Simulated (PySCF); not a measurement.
Se(Cl)(Et) (C₂H₅ClSe), SMILES C(C)[Se]Cl.

Coordinates come from a ωB97X-D3(BJ)/def2-SVP optimisation. One conformer was computed; it need not be the lowest.

These are PBE/def2-TZVP run with PySCF values and carry that method's errors.

The molecule is in vacuum.

### Question
Estimate the frontier levels, gap, dipole moment and polarisability. (Estimate from the structure and the level; the computed values follow.)

### Answer

```yaml
highest_occupied_level: -5.33 eV
lowest_empty_level: -2.88 eV
orbital_gap: 2.44 eV
dipole_moment: 2.27 D
quadrupole, principal values (traceless, Buckingham form, about the centre of nuclear charge): -3.19, 0.73, 2.46 D·Å
mean_static_polarisability: 64.2 bohr³ (9.52 Å³)
polarisability_principal_values: 49.9, 65.7, 77.2 bohr³
```
